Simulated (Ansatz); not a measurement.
Start from `C=[C](Cl)[AlH][CH3]` and change one atom or group to get `C=C(Cl)[SiH2][AlH2]`.

Ansatz, PBE0-D4/def2-TZVP geometries, multiplicity 1. Each molecule was computed in one conformer, which needn't be the lowest. `C=C(Cl)[SiH2][AlH2]` holds a close contact that its SMILES doesn't draw: Al···Cl 2.59 Å.

```tsv
property	`C=[C](Cl)[AlH][CH3]`
size of the dipole moment (ωB97M-V/def2-TZVPP) / D	2.19
HOMO energy (PBE0/def2-TZVPP) / eV	-7.47
HOMO energy (ωB97M-V/def2-TZVPP) / eV	-9.65
HOMO–LUMO gap (PBE/def2-TZVPP) / eV	3.89
LUMO energy (B3LYP/def2-TZVPP) / eV	-1.84
HOMO energy (B3LYP/def2-TZVPP) / eV	-7.23
```

Task: What does the change do to each property? (Best estimate.)

Result: The calculation gave: 
| property | `C=C(Cl)[SiH2][AlH2]` | shift |
| --- | --- | --- |
| size of the dipole moment (ωB97M-V/def2-TZVPP) / D | 2.11 | -0.08 |
| HOMO energy (PBE0/def2-TZVPP) / eV | -7.23 | 0.24 |
| HOMO energy (ωB97M-V/def2-TZVPP) / eV | -9.22 | 0.43 |
| HOMO–LUMO gap (PBE/def2-TZVPP) / eV | 4.10 | 0.21 |
| LUMO energy (B3LYP/def2-TZVPP) / eV | -1.32 | 0.52 |
| HOMO energy (B3LYP/def2-TZVPP) / eV | -7.04 | 0.19 |

With PBE0 the HOMO rises by 0.24 eV and the LUMO rises by 0.48 eV, so the gap widens by about 0.24 eV. PBE moves the HOMO by 0.15 eV and ωB97M-V by 0.43 eV. Dipoles are sizes alone; their direction can turn.

B3LYP here is the variant with VWN-RPA as its local correlation; programs differ in this.
